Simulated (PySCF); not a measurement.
# Vertical excitation energies

Species: FH10NSi4.
Z-matrix (Å and degrees, GFN2-xTB geometry), rows numbered from 1:
```
F 
Si  1  1.6203
Si  2  2.2966  1  106.47
N   3  1.7526  2  108.04  1  -166.71
Si  4  1.7413  3  120.36  2    79.97
Si  4  1.7407  3  120.19  2  -106.20
H   2  1.4654  1  101.77  3   124.09
H   2  1.4644  1  101.98  3  -125.18
H   3  1.4720  2  113.77  1    75.05
H   3  1.4734  2  115.25  1   -46.86
H   5  1.4649  4  110.07  3   106.50
H   5  1.4635  4  108.14  3  -133.01
H   5  1.4632  4  107.03  3   -14.03
H   6  1.4607  4  107.85  3   156.77
H   6  1.4630  4  107.09  3    37.56
H   6  1.4651  4  110.02  3   -82.68
```

Theory: TDDFT PBE0/def2-SVPD, vertical, gas phase, core orbitals frozen in the response (PySCF).

```json
{"state": "S1", "λ (nm)": "250.8", "E (eV)": "4.94", "f": "0.0043", "main configurations (H = HOMO, L = LUMO)": "H→L (99%)"}
{"state": "S2", "λ (nm)": "209.5", "E (eV)": "5.92", "f": "0.010", "main configurations (H = HOMO, L = LUMO)": "H→L+1 (98%)"}
{"state": "S3", "λ (nm)": "195.8", "E (eV)": "6.33", "f": "0.011", "main configurations (H = HOMO, L = LUMO)": "H→L+2 (94%)"}
{"state": "S4", "λ (nm)": "187.0", "E (eV)": "6.63", "f": "0.0070", "main configurations (H = HOMO, L = LUMO)": "H-1→L (52%), H→L+3 (24%), H→L+4 (19%)"}
{"state": "S5", "λ (nm)": "183.4", "E (eV)": "6.76", "f": "0.041", "main configurations (H = HOMO, L = LUMO)": "H-1→L (40%), H→L+3 (27%), H→L+4 (24%)"}
{"state": "S6", "λ (nm)": "179.5", "E (eV)": "6.91", "f": "0.031", "main configurations (H = HOMO, L = LUMO)": "H→L+4 (48%), H→L+3 (46%)"}
```

Triplets (Tamm–Dancoff): T1 4.56 eV, H→L (94%); T2 5.42 eV, H→L+1 (88%).

The lowest singlet lies at 4.94 eV (251 nm, ultraviolet) and is very weak; its leading configuration is HOMO→LUMO (99%). The strongest level in the table is S5 at 6.76 eV (183 nm, f = 0.041). Löwdin shares by element: HOMO nitrogen 43%, silicon 26% or more (atoms not listed hold the other 31%); LUMO silicon 50% or more, hydrogen 6% or more, nitrogen 6% (atoms not listed hold the other 38%). Orbital energies (eV): HOMO-3 -9.62, HOMO-2 -9.46, HOMO-1 -9.12, HOMO -7.44, LUMO -1.22, LUMO+1 -0.35, LUMO+2 0.09. The oscillator strengths of these states sum to 0.105; summed over the whole spectrum of an exact calculation they would give the number of electrons, 82 (Thomas–Reiche–Kuhn). Weighted by f, the mean energy of these states is 6.59 eV. The window holds the lowest 6 singlets.

Time: 40 s wall; peak memory 0.85 GiB. Hardware: Arm Neoverse V1, one thread, no GPU, shared host with 64 logical CPUs at a one-minute load of 39.

One conformer stands for the species.
